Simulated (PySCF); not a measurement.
**Partial charges of `C[S@@](=O)[C@H]1CCC2(CC2)C1`**

Compound: C8H14OS.
Atom-mapped SMILES: `[CH3:1][S@@:2](=[O:3])[C@H:4]1[CH2:5][CH2:6][C:7]2([CH2:8][CH2:9]2)[CH2:10]1` (hydrogens: H11, H12, H13 on C1; H14 on C4; H15, H16 on C5; H17, H18 on C6; H19, H20 on C8; H21, H22 on C9; H23, H24 on C10)

Cartesian coordinates in Å at the GFN2-xTB level; atoms count from 1:
```xyz
24
C8H14OS angstrom
C      3.3729    0.1994   -0.5115
S      1.6611   -0.1494   -1.1188
O      1.7161   -1.5019   -1.6747
C      0.9080   -0.3285    0.5872
C      0.4543    1.0463    1.0480
C     -0.8174    1.2907    0.2328
C     -1.4179   -0.0942    0.0188
C     -2.8754   -0.3510    0.2549
C     -2.3295   -0.3461   -1.1428
C     -0.3773   -1.1258    0.4326
H      3.9883    0.4237   -1.3764
H      3.3515    1.0497    0.1594
H      3.7531   -0.6851   -0.0129
H      1.6393   -0.8110    1.2346
H      0.2235    1.0187    2.1151
H      1.2049    1.8188    0.8811
H     -1.5079    1.9608    0.7446
H     -0.5618    1.7379   -0.7303
H     -3.1657   -1.2981    0.6852
H     -3.5024    0.4737    0.5610
H     -2.5792    0.4862   -1.7839
H     -2.2478   -1.2872   -1.6646
H     -0.6505   -1.5952    1.3815
H     -0.2522   -1.9126   -0.3135
```

Density: PBE0/pcSseg-1 (PySCF); schemes: Mulliken, IAO, Hirshfeld and ESP-fitted. Isolated species at its GFN2-xTB geometry (one conformer only).

Task: Tabulate the Mulliken, IAO, Hirshfeld and ESP-fitted charges.

Result: In e:

```
atom                    environment  Mulliken     IAO  Hirshfeld  ESP-fitted
  C1                S-methyl carbon    -0.390  -0.576     -0.132      -0.370
  S2                sulfinyl sulfur    +0.642  +1.066     +0.346      +0.300
  O3                sulfinyl oxygen    -0.619  -0.909     -0.363      -0.465
  C4     sp3 carbon bound to sulfur    -0.487  -0.242     -0.037      +0.088
  C5                ring CH2 carbon    -0.157  -0.265     -0.077      -0.609
  C6                ring CH2 carbon    -0.080  -0.267     -0.075      +0.013
  C7  sp3 carbon at a ring junction    -0.514  +0.005     +0.006      +0.257
  C8     three-membered-ring carbon    -0.133  -0.296     -0.095      -0.319
  C9     three-membered-ring carbon    -0.126  -0.293     -0.092      -0.353
 C10                ring CH2 carbon    +0.009  -0.273     -0.077      -0.268
 H11                methyl hydrogen    +0.158  +0.168     +0.052      +0.171
 H12                methyl hydrogen    +0.135  +0.154     +0.046      +0.094
 H13                methyl hydrogen    +0.149  +0.161     +0.051      +0.145
 H14               methine hydrogen    +0.143  +0.141     +0.042      +0.108
 H15             methylene hydrogen    +0.135  +0.142     +0.044      +0.181
 H16             methylene hydrogen    +0.120  +0.130     +0.035      +0.218
 H17             methylene hydrogen    +0.119  +0.138     +0.040      +0.072
 H18             methylene hydrogen    +0.127  +0.136     +0.027      +0.002
 H19             methylene hydrogen    +0.120  +0.144     +0.045      +0.131
 H20             methylene hydrogen    +0.120  +0.143     +0.044      +0.111
 H21             methylene hydrogen    +0.120  +0.144     +0.045      +0.130
 H22             methylene hydrogen    +0.129  +0.150     +0.049      +0.151
 H23             methylene hydrogen    +0.131  +0.141     +0.042      +0.095
 H24             methylene hydrogen    +0.152  +0.158     +0.035      +0.117
```

Mean size of the charges over all atoms: IAO 0.260 e, Mulliken 0.209 e, ESP-fitted 0.199 e, Hirshfeld 0.079 e. Each set sums to the total charge, 0, to within 0.001 e. The Mulliken scheme gives each basis function's population to the atom it is centred on and halves the overlap population of two atoms between them. The ESP scheme is a least-squares fit of atom-centred charges to the potential on four shells outside the van der Waals surface, with the total charge fixed.

Lowest charge. The schemes don't all agree: Mulliken O3 (-0.619); IAO O3 (-0.909); Hirshfeld O3 (-0.363); ESP-fitted C5 (-0.609).

Highest charge. All schemes agree: Mulliken S2 (+0.642); IAO S2 (+1.066); Hirshfeld S2 (+0.346); ESP-fitted S2 (+0.300).

Task: How many electrons does the Hirshfeld scheme count on C8?

Result: Z − q = 6 − (-0.095) = 6.095.

Task: How closely do the schemes follow one another over all atoms?

Result: Correlation coefficient and root-mean-square difference: IAO with Hirshfeld 0.98, 0.241 e; Mulliken with IAO 0.86, 0.184 e; Mulliken with Hirshfeld 0.83, 0.185 e; IAO with ESP-fitted 0.77, 0.227 e; Hirshfeld with ESP-fitted 0.76, 0.173 e; Mulliken with ESP-fitted 0.54, 0.248 e.
